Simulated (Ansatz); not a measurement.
`C#C[SiH3]` + `C#[C][In]([F])[Cl]` → `C#C[SiH2]C#C` + `[F][InH][Cl]` at 298.15 K and 1 bar (redistribution).

Gas-phase electronic energies from Ansatz, PBE0-D4/def2-TZVP geometries. CCSD(T)/CBS is the MP2 limit (def2-TZVPP, def2-QZVPP) plus CCSD(T) − MP2 in def2-TZVPP, frozen cores. def2 core potentials past Kr. For In outer-core shells are correlated without core-valence functions, which leaves a few kJ/mol of doubt a bond.

```csv
species,CCSD(T)/CBS energy (Eh),H − E (kJ/mol),S (J/(mol·K))
`C#C[SiH3]`,-367.52081,128.8,268.3
`C#[C][In]([F])[Cl]`,-826.10583,76.4,365.4
`C#C[SiH2]C#C`,-443.57893,165.0,323.0
`[F][InH][Cl]`,-750.05448,37.6,308.4
```

H − E and S are ideal-gas, rigid-rotor, harmonic terms from PBE0-D4/def2-TZVP. 1 Eh = 2625.50 kJ/mol, R = 8.31446 J/(mol·K).

Problem. By hand: ΔE, ΔH, ΔS and ΔG.

Solution. ΔE = (-443.57893) + (-750.05448) − (-367.52081) − (-826.10583) = -0.00677 Eh = -17.8 kJ/mol. Δ(H − E) = 165.0 + 37.6 − 128.8 − 76.4 = -2.6, so ΔH = -20.4 kJ/mol. ΔS = 323.0 + 308.4 − 268.3 − 365.4 = -2.3 J/(mol·K). ΔG = -20.4 − 298.15 × (-2.3)/1000 = -19.7 kJ/mol.

Problem. By hand: the equilibrium constant, and the temperature at which ΔG would vanish if ΔH and ΔS stayed fixed.

Solution. log₁₀ K = −ΔG/(RT ln 10) = 3.5. ΔG = 0 at ΔH/ΔS = 8870 K, far beyond where these terms or the molecules hold.

The number of gas molecules stays the same, so ΔS is small and ΔH decides. A doubt of 5 kJ/mol in ΔE shifts log₁₀ K by 0.9 here. These are equilibria of isolated gas molecules and say nothing of rates. Largest T1 diagnostic: 0.015 (customary marks: 0.02 for closed shells, 0.045 for open ones).
